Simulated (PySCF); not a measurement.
## I: ionisation energy

I [Kr] 4d10 5s2 5p5 (2P) → I⁺ [Kr] 4d10 5s2 5p4 (3P), as a difference of total energies. Computed with PySCF 2.14 in aug-cc-pwCVTZ-DK3 (10s9p7d4f1g, 109 functions), with the spin-free X2C one-electron Hamiltonian (Gaussian nucleus). Correlated levels: valence: [Kr] 4d10 frozen; valence and next inner shell: [Ar] 3d10 frozen. The calculations carry no spin-orbit coupling.

```
                                method  ionisation energy (eV)
                                   UHF                   9.543
                                   LDA                  10.807
                                   PBE                  10.515
                                  PBE0                  10.537
                                r2SCAN                  10.538
                             CAM-B3LYP                  10.651
                                M06-2X                  10.269
                               wB97M-V                  10.483
                         MP2 (valence)                  10.301
                     SCS-MP2 (valence)                  10.306
    MP2 (valence and next inner shell)                  10.436
SCS-MP2 (valence and next inner shell)                  10.397
```

Question: How much does correlation contribute at MP2 (valence and next inner shell)?

Answer: 10.436 − (9.543) = 0.893 eV, measured against UHF.

Errors of the correlated levels include the incompleteness of this basis and the frozen core.

For comparison: 10.519 eV (measured; NIST levels, between the centres of gravity of the two terms).
